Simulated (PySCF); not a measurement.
## ZnF: frontier orbitals

PBE0 at R = 1.793 Å; Zn def2-TZVPP, F def2-TZVPP; no relativity (PySCF 2.14). State: quartet, unpaired electrons σ ↑, π ↑↑, a second solution, started from another occupation. Only the outer orbitals are listed, counted within each symmetry.

```tsv
spin	orbital	occ.	ε (eV)	on Zn (%)	main shells (%)
α	4π	1	-15.46	96	96 Zn d
α	1δ	1	-15.45	100	100 Zn d
α	1δ	1	-15.45	100	100 Zn d
α	4π	1	-15.14	77	76 Zn d, 23 F p
α	9σ	1	-14.67	80	77 Zn d, 20 F p
α	10σ	1	-7.45	99	94 Zn s
α	5π	1	-3.11	100	100 Zn p
α	5π	0	-1.31	100	100 Zn p
α	11σ	0	-0.15	108	101 Zn p
α	12σ	0	3.01	99	95 Zn s
β	3π	1	-16.33	43	57 F p, 42 Zn d
β	1δ	1	-15.20	100	100 Zn d
β	1δ	1	-15.19	100	100 Zn d
β	3π	1	-15.06	94	94 Zn d
β	4π	1	-14.73	58	58 Zn d, 42 F p
β	9σ	1	-14.17	70	67 Zn d, 30 F p
β	4π	0	-9.68	8	92 F p
β	10σ	0	-3.59	100	98 Zn s
β	5π	0	0.09	100	100 Zn p
```

Question: Which are the highest filled and the lowest empty level, where do they sit, and how wide is the gap?

Answer: Highest filled α 5π at -3.11 eV (in %: 100 Zn p); lowest empty β 4π at -9.68 eV (in %: 92 F p); the gap at PBE0 is -6.57 eV.

```json
{
  "bond order (Mayer)": "0.36",
  "⟨S²⟩": "3.753",
  "charge on Zn (Mulliken, basis-dependent)": "-0.13",
  "charge on Zn (Löwdin, basis-dependent)": "-0.24",
  "dipole moment (positive dipole means Zn(−)F(+))": "1.82 D"
}
```

Shares are Mulliken populations and can fall outside 0 to 100 %.

Counting both spins, an empty level lies below a filled one in this solution, because spin and occupation are held.
